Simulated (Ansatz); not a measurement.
Reactions of BFGeH₆OSi, SMILES `O[B](F)[GeH2][SiH3]`.

Isolated molecules relaxed with PBE0-D4/def2-TZVP in Ansatz; ΔE leaves out vibrations. CBS: MP2 limit from def2 TZ/QZ plus the TZ coupled-cluster correction, frozen cores. This one scheme is used for every species. def2 core potentials past Kr. For Ge, In outer-core shells are correlated without core-valence functions, which leaves a few kJ/mol of doubt a bond. Scalar relativity is left out up to krypton. Each species was taken in one conformer, which may not be the lowest.

Question: Order these by ΔE at CCSD(T)/CBS, lowest first. (Estimate.)
A. `O[B](F)[GeH2][SiH3]` + `[OH][In]([F])[F]` → `[F][In]([F])[O][SiH3]` + `O[B](F)[GeH3]`
B. `O[B](F)[GeH2][SiH3]` + `[SiH3][SiH2][GeH3]` → `[SiH3][GeH2][SiH2][SiH2][GeH3]` + `OBF`
C. `O[B](F)[GeH2][SiH3]` + silanol → `OB(F)O[SiH3]` + `[SiH3][GeH3]`
D. `O[B](F)[GeH2][SiH3]` + `BN[SiH2]F` → `BN([SiH3])[SiH2]F` + `O[B](F)[GeH3]`
E. `O[B](F)[GeH2][SiH3]` + H₂ → `O[B](F)[GeH3]` + SiH₄
F. `O[B](F)[GeH2][SiH3]` + dimethylamine → `CN(C)B(O)F` + `[SiH3][GeH3]`
G. `O[B](F)[GeH2][SiH3]` + `[SiH3]S` → `OB(F)S[SiH3]` + `[SiH3][GeH3]`
H. `O[B](F)[GeH2][SiH3]` + H–F → `[F][GeH2][SiH3]` + `OBF`

Answer: C (-134.7 kJ/mol), F (-107.8 kJ/mol), A (-74.2 kJ/mol), G (-65.9 kJ/mol), H (-52.3 kJ/mol), B (-43.2 kJ/mol), D (-16.8 kJ/mol), E (+3.0 kJ/mol).

Largest T1 diagnostic: 0.018, for `[OH][In]([F])[F]`.
